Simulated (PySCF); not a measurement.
## Si3BH12N3O

The system: Si3BH12N3O, a molecule drawn as a unit of a network glass or zeolite (built as: Si Si B3 Si, H ends, N bridges); neutral, singlet. The structure, one conformer, was relaxed in the gas phase by PBE0-D3(BJ)/def2-SVP. No frequency run checks that it is a minimum.

SMILES: OB(N[SiH3])N[SiH2]N[SiH3]

```csv
atom,x (Å),y (Å),z (Å)
O1,-1.719,-0.978,-2.017
B2,-1.148,-0.513,-0.861
N3,-0.152,-1.250,-0.129
Si4,0.542,-2.803,-0.460
N5,-1.582,0.781,-0.407
Si6,-1.202,1.630,1.052
N7,0.487,1.372,1.423
Si8,1.853,1.671,0.371
H9,-1.381,-1.837,-2.288
H10,0.223,-0.739,0.671
H11,0.313,-3.785,0.644
H12,-0.117,-3.329,-1.699
H13,2.015,-2.734,-0.706
H14,-2.249,1.225,-1.031
H15,-1.576,3.058,0.813
H16,-1.926,1.158,2.274
H17,0.694,1.263,2.412
H18,1.311,1.976,-0.983
H19,2.750,0.476,0.301
H20,2.680,2.824,0.847
```

Shieldings: GIAO PBE0/pcSseg-1. Shifts are against computed references at the same level: H TMS (σ 31.27 ppm), Si TMS (σ 352.0 ppm). Core levels by delta-SCF with SCAN, pcX-2 on the ionised atom and pcseg-1 elsewhere, spin-free X2C (2p3/2 is the spin-free 2p value less a third of a first-order spin-orbit splitting); from the vacuum level, for chosen atoms.

Problem. Give the shieldings and core levels atom by atom.

Solution. 
```csv
atoms,bonded to,σ (ppm),δ (ppm),core level (eV)
O1,1 B + 1 H,240.0,-,1s 538.42
B2,2 N + 1 O,76.9,-,1s 196.58
N3,1 B + 1 Si + 1 H,218.9,-,1s 404.06
Si4,1 N + 3 H,414.9,-62.9,-
N5,1 B + 1 Si + 1 H,205.8,-,-
Si6,2 N + 2 H,387.3,-35.3,-
N7,2 Si + 1 H,251.4,-,1s 404.27
Si8,1 N + 3 H,407.7,-55.7,2p3/2 107.08
H9,1 O,27.83,3.43,-
H10,1 N,28.32,2.95,-
H11 H12 H13,1 Si,26.66,4.61,-
H14,1 N,29.55,1.72,-
H15,1 Si,26.32,4.95,-
H16,1 Si,26.17,5.09,-
H17,1 N,31.57,-0.30,-
H18 H19 H20,1 Si,26.58,4.68,-
```

Values are those of this one static structure, with the three H of a rotating XH3 group averaged; atoms that internal rotation interchanges would show their mean in an NMR spectrum.

Problem. By CAM-B3LYP/def2-SVPD (TDDFT singlets, Tamm-Dancoff triplets, ionisation by delta-SCF), where does absorption start, and what does vertical ionisation take?

Solution. The lowest singlet lies at 6.42 eV (f 0.016), the strongest of the first 6 at 7.07 eV (f 0.030), the lowest triplet at 6.13 eV; vertical ionisation takes 9.25 eV.

The 3 runs behind this took 9.8 min in all, one thread each of Arm Neoverse V1 on a shared host, launched as `OMP_NUM_THREADS=1 python cluster_run.py task.json out`.
